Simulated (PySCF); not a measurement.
Stretching BeP⁺

Set-up: PySCF, no relativity, basis sets Be def2-TZVP, P def2-TZVP. Energies in eV from Be⁺ + P in their ground configurations at the same level. State: ³Σ⁻ (triplet), unpaired electrons π ↑↑.

All columns are PBE0. A positive dipole points towards P; it is taken about the centre of mass and depends on that origin.

| R (Å) | E (eV) | μ (D) | Mulliken charge on Be (basis-dependent) | HOMO (eV) | LUMO (eV) | Mayer bond order | ⟨S²⟩ |
| --- | --- | --- | --- | --- | --- | --- | --- |
| 1.739 | -1.975 | -5.92 | 0.44 | -14.30 | -10.22 | 1.81 | 2.01 |
| 1.820 | -2.356 | -6.13 | 0.50 | -14.11 | -10.01 | 1.75 | 2.01 |
| 1.901 | -2.564 | -6.32 | 0.56 | -13.89 | -9.82 | 1.68 | 2.01 |
| 1.961 | -2.637 | -6.45 | 0.59 | -13.75 | -9.82 | 1.63 | 2.01 |
| 2.022 | -2.656 | -6.56 | 0.62 | -13.63 | -9.85 | 1.58 | 2.01 |
| 2.083 | -2.635 | -6.64 | 0.65 | -13.53 | -9.86 | 1.52 | 2.01 |
| 2.163 | -2.562 | -6.72 | 0.67 | -13.42 | -9.88 | 1.44 | 2.02 |
| 2.265 | -2.425 | -6.73 | 0.69 | -13.34 | -9.98 | 1.33 | 2.04 |
| 2.386 | -2.229 | -6.65 | 0.70 | -13.29 | -10.04 | 1.19 | 2.10 |
| 2.548 | -1.955 | -6.53 | 0.70 | -13.26 | -9.98 | 1.01 | 2.20 |

A fit through these points gives, at Re = 2.018 Å, μ = -6.55 D and dμ/dR = -1.62 D/Å; the reduced mass is 6.981 u.

**Question.** How strong is the fundamental in the double-harmonic approximation, I = 42.26·(dμ/dR)²/μred km/mol?

**Answer.** I = 42.26·(-1.62)²/6.981 = 15.9 km/mol at PBE0.

⟨S²⟩ of the unrestricted solution departs from its pure value on part of the curve, where spin states mix. For an ion De counts to the pair picked by the measured ionisation energies or electron affinities, which need not be the lowest pair at this level. The state is the lowest determinant that a PBE0 search found; another state may lie lower at other levels.
